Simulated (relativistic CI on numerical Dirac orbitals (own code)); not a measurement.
# Cr5+ in a cubic cluster: 1s photoemission with charge transfer

Computed with a charge-transfer multiplet model of a cubic metal-ligand cluster with up to 2 ligand holes, Slater and spin-orbit integrals from Dirac-Coulomb-Breit ions, Slater integrals scaled by 0.8. The ground state mixes d1 with configurations of k ligand holes L, whose averages lie at kΔ + k(k − 1)U_dd/2; a core hole lowers each added d electron by U_cd. 300 K, Lorentzian 1.1 eV and Gaussian 0.6 eV FWHM.

Atomic integrals in eV (Slater integrals scaled, ζ unscaled), ground: F2dd 9.377, F4dd 5.906, zeta_d 0.045; with the core hole: F2dd 9.377, F4dd 5.906, zeta_d 0.066, G2cd 0.064. Where a configuration has fewer than two d electrons, the dd integrals are those of d2.

Cluster parameters (eV): U_dd = 6.6, U_cd = 8, 10Dq = 1.7, 10Dq(ligand) = 1.1, V(eg) = 2.05, V(t2g) = -0.9, final-state hopping factor = 0.9.

| Case | n_d | d1 | d2L | d3L2 | S |
| --- | --- | --- | --- | --- | --- |
| Δ = -1.4 eV | 1.97 | 0.21 | 0.62 | 0.18 | 0.50 |
| Δ = -0.4 eV | 1.88 | 0.26 | 0.59 | 0.14 | 0.50 |
| Δ = 0.6 eV | 1.78 | 0.33 | 0.56 | 0.11 | 0.50 |
| Δ = 1.6 eV | 1.68 | 0.40 | 0.51 | 0.08 | 0.50 |
| Δ = 4.6 eV | 1.41 | 0.62 | 0.35 | 0.03 | 0.50 |

Weights, n_d and S are thermal averages at 300 K. Binding energies count from the first peak over 30 % of the highest in each spectrum, which can be another peak from case to case. The parameters are a model scan and need not match a compound or its usual spin state. Peaks in eV (height, largest 100):
- Δ = -1.4 eV: 0.0 (100), 9.7 (13), 11.7 (9)
- Δ = -0.4 eV: 0.0 (100), 9.4 (15), 11.2 (9), 17.9 (5)
- Δ = 0.6 eV: 0.0 (100), 9.3 (17), 10.9 (10), 16.7 (6)
- Δ = 1.6 eV: 0.0 (100), 9.4 (19), 15.7 (6)
- Δ = 4.6 eV: 0.0 (100), 3.6 (7), 8.6 (27)

For the case Δ = 1.6 eV, Δ = 1.6 eV is smaller than U_dd = 6.6 eV, the charge-transfer side of the Zaanen-Sawatzky-Allen scheme. With the core hole the configuration with one ligand hole lies at Δ − U_cd = -9.4, -8.4, -7.4, -6.4, -3.4 eV from the one without, in the order of the table; where this is negative the screened configuration lies lower, though the effective hopping of about 3.9 eV (from the holes of the mixed ground state) mixes the two strongly wherever it is as large as the gap.

With at most 2 ligand holes the space is cut while the next configuration still counts, so covalency is underestimated, and a final configuration with one more ligand hole, which can lie low, is missing from the spectra.
